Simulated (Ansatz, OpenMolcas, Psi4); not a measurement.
# B2O2 (diboron dioxide): the atomisation enthalpy at 298 K, rung by rung

B2O2: 4 atoms, total charge 0, spin state singlet. SMILES: `O=BB=O`. The shape is that of a PBE0-D4/def2-TZVP optimisation.

```xyz
4

O    -0.7431    0.4598    1.8176
B    -0.3023    0.1871    0.7391
B     0.3021   -0.1869   -0.7392
O     0.7432   -0.4599   -1.8175
```

Each level gives the atomisation enthalpy at 298 K (kJ/mol). The values are calculated. The thermal term (zero-point and 298 K enthalpy, harmonic and unscaled) is that of PBE0-D4/def2-TZVP; the spin-orbit lowering of the free atoms at 298 K, 0.8 kJ/mol by their spectra, is taken off.

Measured value to compare with: NIST-JANAF tables; in doubt: it rests on an older heat of the boron atom gives the atomisation enthalpy at 298 K of the gas as 2095 kJ/mol.

| level | kind | program | value (kJ/mol) | computed − measured | CPU time (all runs) |
| --- | --- | --- | --- | --- | --- |
| SVWN5/aug-cc-pVDZ | LDA | OpenMolcas | 2420 | +325 | 25 s |
| BLYP/aug-cc-pVDZ | GGA | OpenMolcas | 2095 | 0 | 40 s |
| revPBE/aug-cc-pVDZ | GGA | Psi4 | 2065 | -30 | 25 s |
| r2SCAN/aug-cc-pVDZ | meta-GGA | OpenMolcas | 2085 | -10 | 62 s |
| BHLYP/aug-cc-pVDZ | global hybrid | Psi4 | 1920 | -175 | 24 s |
| PBE0/aug-cc-pVDZ | global hybrid | Psi4 | 2054 | -41 | 24 s |
| wB97X/aug-cc-pVDZ | range-separated hybrid | Psi4 | 2044 | -51 | 55 s |
| DSD-PBEP86/aug-cc-pVDZ (density fitting for correlation) | double hybrid | Psi4 | 2034 | -61 | 20 s |
| MP3/aug-cc-pVDZ | perturbation theory | Psi4 | 1895 | -200 | 24 s |
| CCSD(T)/aug-cc-pVDZ | coupled cluster or CI | Psi4 | 1917 | -178 | 72 s |

Nearest: BLYP/aug-cc-pVDZ (0 kJ/mol); farthest: SVWN5/aug-cc-pVDZ (+325 kJ/mol). Computed less measured by kind, in kJ/mol (aug-cc-pVDZ rows): LDA +325; GGA -30 to +0; meta-GGA -10; global hybrid -175 to -41; range-separated hybrid -51; double hybrid -61; perturbation theory -200; coupled cluster or CI -178. In a finite basis correlated wave-function methods underbind, so their errors here aren't those of the basis-set limit. The measured heats of formation of B, Si, Al and metal atoms are uncertain by some kJ/mol each. Times are those of the runs behind each value, whatever else they computed, on shared processors of several kinds: orders of magnitude only.
